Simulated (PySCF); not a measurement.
# Nd³¹⁺: ionisation energy

Nd³¹⁺ [Ar] 3d10 4s1 (2S) → Nd³²⁺ [Ar] 3d10 (1S), as a difference of total energies. All numbers are calculated (PySCF 2.14, the non-relativistic Hamiltonian (point nucleus), in an uncontracted even-tempered set (17 s from 2.5 bohr⁻², ratio 2.5; 12 p from 3.2 bohr⁻², ratio 2.5; 8 d from 5.7 bohr⁻², ratio 2.5; 4 f from 16 bohr⁻², ratio 2.7; 4 g from 23 bohr⁻², ratio 2.7)). Correlated levels: outer shells: [Ne] frozen; virtual orbitals above 40 to 60 times the deepest correlated orbital energy dropped. The calculations carry no spin-orbit coupling.

```tsv
method	ionisation energy (eV)
UHF	1187.1
LDA	1192.2
PBE	1192.8
PBE0	1191.5
r2SCAN	1188.7
r2SCAN0	1188.5
B3LYP	1192.3
MP2 (outer shells)	1188.3
SCS-MP2 (outer shells)	1188.1
```

The gap to the reference is mostly relativistic.

For comparison: 1238.42 ± 0.17 eV (semi-empirical (NIST evaluation); NIST Atomic Spectra Database, ionization energies).
